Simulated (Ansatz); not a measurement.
Geometry optimisation, UKS B3LYP-D4/6-31G* in Ansatz.

input.yaml

```yaml
crystal:
  periodic: [false, false, false]
  atoms:
    - { symbol: "N", position_ang: [-0.3206, 0.7753, -0.9705] }
    - { symbol: Si, position_ang: [-0.1146, -0.162, 0.4347] }
    - { symbol: O, position_ang: [1.4111, -0.6372, 0.1488] }
    - { symbol: F, position_ang: [-0.9995, -1.4198, 0.3722] }
    - { symbol: H, position_ang: [-1.3501, 1.1024, -0.9826] }
    - { symbol: H, position_ang: [-0.2583, 0.6282, 1.6869] }
    - { symbol: H, position_ang: [2.01401, -0.25045, 0.80284] }
magnetization:
  spin_polarized: true
  initial_magnetization: 1
basis:
  gaussian: { orbitals: "6-31G*" }
hamiltonian:
  xc: b3lyp
  dispersion: d4
relax:
  f_tol: 0.015
  max_steps: 40
```

Run as:

```bash
$ ansatz run input.yaml --threads 1 --pin off --max-ram 2048MiB --backend cpu --events-out ev --progress --plain --runs-dir out
```

Question: Where does it end, and by what steps?

Answer: The forces met the threshold. After 18 steps the energy has fallen by 0.549 eV; H5 moved furthest, 0.88 Å.

```csv
step,energy less start (eV),largest force component (eV/Å),accepted
0,0.0000,2.945,yes
1,-0.3825,1.143,yes
2,-0.4551,0.211,yes
3,-0.4625,0.108,yes
4,-0.4739,0.475,yes
5,-0.4948,0.363,yes
6,-0.5028,0.485,yes
7,-0.5029,0.602,yes
8,-0.5279,0.175,yes
9,-0.5412,0.148,yes
10,-0.5410,0.364,no
11,-0.5433,0.138,yes
12,-0.5472,0.084,yes
13,-0.5481,0.056,yes
14,-0.5488,0.030,yes
15,-0.5489,0.024,yes
16,-0.5489,0.023,yes
17,-0.5489,0.036,no
18,-0.5489,0.004,yes
```

```xyz
7
Properties=species:S:1:pos:R:3
N -0.877 1.080 -0.613
Si -0.151 -0.029 0.532
O 1.367 -0.387 -0.003
F -1.060 -1.354 0.614
H -0.813 0.752 -1.585
H -0.120 0.569 1.882
H 2.035 -0.594 0.665
```

Whether the end is a true minimum wasn't checked by a vibrational analysis.

Time of the run: 72 s on 1 thread of Arm Neoverse V2, on a shared host, peak memory 0.18 GiB.
